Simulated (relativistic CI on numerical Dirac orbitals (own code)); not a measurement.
# Mo⁵⁺: M2,3 absorption edge

Computed with this model: Dirac-Coulomb-Breit CI, KLI orbitals optimised for each configuration, a model potential for QED, valence Slater integrals scaled by 0.8, multiplet model of core-to-valence dipole absorption; configurations [Kr] 4d → [Ne] 3s2 3p5 3d10 4s2 4p6 4d2; 10 K; Lorentzian 1.2 eV and Gaussian 0.4 eV FWHM. Energies are those of the free ion, without screening or charge transfer. The branching ratio is the share of the lower-energy edge in the whole absorption, uncertain by about 0.02 where the edges overlap. S is read from ⟨S²⟩ = S(S + 1).

Field parameters in Wybourne normalisation: Td as Oh with Dq negative (B⁴₀ = 21Dq, B⁴₄ = √(5/14) B⁴₀). The field is a parameter set, without covalency.

Computed curve for Td, 10Dq = -13300 cm⁻¹, scaled to 100 at the maximum (points under 2 are left out and the grid is thinned):

(Energy (eV), Intensity): (399.25, 2.1), (399.75, 2.6), (400.00, 2.8), (400.50, 3.6), (400.75, 4.0), (401.25, 5.4), (401.50, 6.4), (402.00, 9.6), (402.25, 12.3), (402.75, 22.0), (403.00, 28.1), (403.50, 33.6), (403.75, 35.6), (404.25, 50.3), (404.50, 63.8), (405.00, 92.5), (405.25, 98.2), (405.75, 100.0), (406.00, 96.1), (406.50, 73.6), (406.75, 59.7), (407.25, 37.9), (407.50, 30.5), (408.00, 18.9), (408.25, 14.7), (408.75, 9.6), (409.00, 7.9), (409.50, 5.8), (409.75, 5.1), (410.25, 4.4), (410.50, 4.2), (411.00, 3.4), (411.25, 3.0), (411.75, 2.4), (412.00, 2.2), (418.25, 2.1), (418.50, 2.3), (419.00, 3.0), (419.25, 3.5), (419.75, 5.3), (420.00, 6.8), (420.50, 12.7), (420.75, 16.3), (421.25, 18.2), (421.50, 18.2), (422.00, 24.9), (422.25, 30.7), (422.75, 35.0), (423.00, 33.4), (423.50, 31.7), (423.75, 30.0), (424.25, 24.9), (424.50, 21.6), (425.00, 14.1), (425.25, 10.7), (425.75, 6.1), (426.00, 4.8), (426.50, 3.2), (426.75, 2.7), (427.25, 2.1)

The ground state has S = 0.50, and the centroid lies at 410.36 eV.
